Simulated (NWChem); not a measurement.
Species: AlIClF; SMILES [F][Al]([Cl])[I]

def2 effective core potentials on I; no spin-orbit coupling.

Q: Give the equilibrium geometry at PBE0/def2-SVP with def2 effective core potentials on I (NWChem) as a list of bonds and angles, with the point group.

A: point group Cs; any orientation.
Bonded distances (Å): Al1–Cl2 2.078, Al1–F3 1.654, Al1–I4 2.434. Bond angles (°): Cl2–Al1–F3 118.0, Cl2–Al1–I4 122.6, F3–Al1–I4 119.4.
